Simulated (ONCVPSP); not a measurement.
# selenium (Se): one change to an ONCV potential, before and after

```json
{
  "Element": "selenium (Se)",
  "Generator": "ONCVPSP 4.0.1",
  "Type": "optimised norm-conserving Vanderbilt (ONCV)",
  "Functional": "LDA (Perdew-Wang 92)",
  "Relativity": "scalar-relativistic",
  "Frozen core": "[Ar] 3d10",
  "Valence charge": "6",
  "Reference configuration": "4s2 4p1 (charge +3)",
  "Partial waves": "4s: rc 1.15 bohr, ncon 3, nbas 8, qcut 6.3 1/bohr, 2 projectors, debl 1.8 Ha; 4p: rc 1.45 bohr, ncon 3, nbas 7, qcut 6.7 1/bohr, 1 projector; d scattering state at 0.41 Ha: rc 1.15 bohr, ncon 4, nbas 7, qcut 7 1/bohr, local",
  "Local potential": "the d channel",
  "Core correction": "polynomial model core, fcfact 0.6"
}
```

In the s channel the program set the typed energies aside and used -1.826, 0.250 Ha.

Change: s: qcut 4; p: qcut 4.2; d: qcut 4.4.

Cutoffs: the cutoffs (Ha) at which the residual kinetic energy of the hardest occupied pseudo-wave falls to 1 and 0.1 mHa per electron; they do not see the model core or the augmentation charge, which bear on the density cutoff. Errors are all-electron minus pseudo energies relative to the spin-unpolarised reference configuration.

Problem. What does the change do?

Solution. The potential gets harder (71 Ha and 166 Ha → 86 Ha and 167 Ha); both files keep a bound ghost (p, s); of the 4 tests that both files solve, the error grows in 3 and shrinks in 1 by more than 15 % and 0.3 meV (median size 6.6 → 8.0 meV); the range in which the p phases agree narrows (upper end 3.2 → 1.1).

| quantity | base | changed |
| --- | --- | --- |
| cutoff, loose | 71 Ha | 86 Ha |
| cutoff, tight | 166 Ha | 167 Ha |
| loose cutoff by channel | s 71 Ha, p 13 Ha | s 86 Ha, p 19 Ha |
| bound ghosts | s, p | s, p |
| GHOST(+) flags under 300 eV | s at 39.4 eV | p at 62.4 eV, s at 67.3 eV |
| error for 4s2 4p4, meV [ΔE -62.71 eV] | -6.6 | -12 |
| error for 4s2 4p3, meV [ΔE -51.71 eV] | -6.5 | -11 |
| error for 4s2 4p2, meV [ΔE -31.15 eV] | -1.4 | -3.9 |
| error for 4s1 4p5, meV [ΔE -51.77 eV] | +10.0 | +4.8 |
| s: phases at 1.17 bohr within 0.05 rad from the reference energy up to (Ha; the scan ends near 5) | 1.3 | 2.2 |
| p: phases at 1.47 bohr within 0.05 rad from the reference energy up to (Ha; the scan ends near 5) | 3.2 | 1.1 |
| d: phases at 1.17 bohr within 0.05 rad from the reference energy up to (Ha; the scan ends near 5) | 0.9 | 0.9 |
| rms error of d²Exc/dni dnj with the model core, mHa | 0.73 | 0.64 |

 A true bound ghost makes a file unfit for plane-wave use even where its test errors are small: the radial tests pick states by their node count and pass the ghost by.
